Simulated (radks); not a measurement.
Values are calculated unless marked as measured or tabulated.
Spherical quantum dot in the effective-mass picture: electrons in a hard-walled sphere of radius 1.65, with a point charge +2 (a donor) at the centre, all in effective atomic units (hartree* = m*/eps^2 hartree, bohr* = eps/m* bohr), one dielectric constant everywhere. Level of theory: non-relativistic Kohn-Sham, PBE, spin-polarised, spherical densities (a radial shooting solver with Libxc functionals). Levels are named by radial order and angular momentum (1s, 1p, 1d, 2s, ...), and open shells are averaged over m. Results are scaled to m* = 0.029 and eps = 4.4, for which hartree* = 40.76 meV and bohr* = 8.029 nm. Each electron was tried in the lowest free levels, single moves between levels near the top were tried too, and the lowest total energy was kept; such a search can miss a lower state. At N = 1 the Hartree and exchange-correlation terms need not cancel, so that row can carry a self-interaction error.

N                         open shells  2S   E (meV)  addition energy mu(N+1) - mu(N) (meV)  e(HOMO) (meV)  rms radius (nm)
1                    1s(up 1, down 0)   1  -72.9212                                  57.11        -50.899            5.453
2                                none   0  -88.7364                                  150.5         4.2430            5.779
3                    1p(up 1, down 0)   1   45.9382                                  31.98         150.23            6.651
4                    1p(up 2, down 0)   2   212.595                                  33.55         183.31            7.078
5                    1p(up 3, down 0)   3   412.802                                  45.29         217.18            7.347
6                    1p(up 3, down 1)   2   658.297                                  31.30         260.79            7.546
7                    1p(up 3, down 2)   1   935.087                                  32.62         292.98            7.699
8                                none   0   1244.50                                  124.7         325.92            7.822
9                    2s(up 1, down 0)   1   1678.65                                  34.63         453.16            7.878
10  1d(up 1, down 0) 2s(up 1, down 0)   2   2147.42                                  29.36         486.09            8.027
11                   1d(up 3, down 0)   3   2645.56                                  31.31         513.75            8.247
12                   1d(up 4, down 0)   4   3175.01                                  31.45         545.16            8.345
13                   1d(up 5, down 0)   5   3735.90                                  38.21         576.64            8.431
14  1d(up 5, down 0) 2s(up 1, down 0)   6   4335.00                                  36.67         618.69            8.427
15                   1d(up 5, down 2)   3   4970.76                                  27.53         647.92            8.576
16                   1d(up 5, down 3)   2   5634.06                                  30.86         678.70            8.638
17                   1d(up 5, down 4)   1   6328.21                                  30.97         709.63            8.694
18                               none   0   7053.34                                  41.47         740.64            8.745
19                   2s(up 1, down 0)   1   7819.94                                  48.64         786.32            8.731
20                               none   0   8635.17                                  111.3         835.37            8.707
21                   1f(up 1, down 0)   1   9561.72                                  30.01         941.54            8.768
22                   1f(up 2, down 0)   2   10518.3                                  30.08         971.58            8.824
23                   1f(up 3, down 0)   3   11504.9                                  30.12         1001.7            8.875
24                   1f(up 4, down 0)   4   12521.7                                  30.15         1031.8            8.923
25                   1f(up 5, down 0)   5   13568.6                                  30.18         1062.0            8.967
26                   1f(up 6, down 0)   6   14645.6                                  30.19         1092.2            9.009
27                   1f(up 7, down 0)   7   15752.9                                  38.78         1122.4            9.048
28                   1f(up 7, down 1)   6   16899.0                                  29.72         1160.9            9.085
29                   1f(up 7, down 2)   5   18074.7                                  29.78         1190.6            9.120
30                   1f(up 7, down 3)   4   19280.3                                  29.84         1220.5            9.153
31                   1f(up 7, down 4)   3   20515.7                                  29.87         1250.3            9.185
32                   1f(up 7, down 5)   2   21780.9                                  29.90         1280.2            9.215
33                   1f(up 7, down 6)   1   23076.1                                  29.92         1310.1            9.243
34                               none   0   24401.2                                  150.5         1340.0            9.270
35                   1g(up 1, down 0)   1   25876.7                                  29.36         1490.2            9.302
36                   1g(up 2, down 0)   2   27381.6                                      -         1519.6            9.332

All shells are closed at N = 2, 8, 18, 20, 34 (there: 1s2 1p6 1d10 2s2 1f14); the second difference of the energy has clear peaks (12 % above both neighbours; the first and last values, which can be the largest, are not judged, and half-filled shells can peak too) at N = 2, 5, 8, 20, 27, 34.
